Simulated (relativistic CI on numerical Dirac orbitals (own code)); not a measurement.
**Ag³⁺: 4p photoemission**

Computed with this model: Dirac-Coulomb-Breit CI, orbitals from a KLI potential per configuration, a model potential for QED, valence Slater integrals scaled by 0.7, multiplet model of photoemission in the sudden approximation; configurations [Kr] 4d8 → [Ar] 3d10 4s2 4p5 4d8; 80 K; Lorentzian 1.2 eV and Gaussian 0.6 eV FWHM. Energies are those of the free ion, without screening or charge transfer. The energies are binding energies and can lie tens of eV above those of solids. S is read from ⟨S²⟩ = S(S + 1).

Field parameters in Wybourne normalisation: Td as Oh with Dq negative (B⁴₀ = 21Dq, B⁴₄ = √(5/14) B⁴₀). The field is a parameter set, without covalency.

free ion: ground-state S = 0.99, centroid 110.14 eV. Peaks (eV, height): 104.2 (100), 108.0 (71), 110.0 (58), 112.4 (59), 115.2 (31), 116.4 (34), 118.8 (53).

Td, 10Dq = -2650 cm⁻¹: ground-state S = 0.99, centroid 110.14 eV. Peaks (eV, height): 104.2 (100), 108.0 (67), 110.2 (58), 112.4 (54), 116.4 (34), 119.0 (49).

Td, 10Dq = -7350 cm⁻¹: ground-state S = 0.99, centroid 110.14 eV. Peaks (eV, height): 104.4 (100), 105.8 (59), 108.4 (59), 110.4 (57), 112.4 (46), 116.2 (36), 119.2 (43).

Td, 10Dq = -12000 cm⁻¹: ground-state S = 1.00, centroid 110.14 eV. Peaks (eV, height): 104.6 (100), 108.8 (52), 110.8 (59), 112.6 (39), 116.4 (38), 119.4 (36).

Td, 10Dq = -16700 cm⁻¹: ground-state S = 1.00, centroid 110.15 eV. Peaks (eV, height): 104.6 (100), 109.2 (47), 111.0 (61), 113.0 (32), 115.6 (31), 116.8 (37), 119.6 (30).

Strongest unbroadened transitions for free ion:

```
Energy (eV)  Relative strength
     104.18              100.0
     105.50               12.0
     105.57               17.5
     105.80               10.5
     106.90                5.4
     107.14                4.4
     107.92               59.1
     108.93                7.8
     110.04               36.7
     110.28               10.5
     111.32                3.9
     111.65               22.6
     112.57               46.1
     114.28                6.1
     115.27               16.9
     116.49               26.1
     118.84               53.3
     119.94                3.8
```
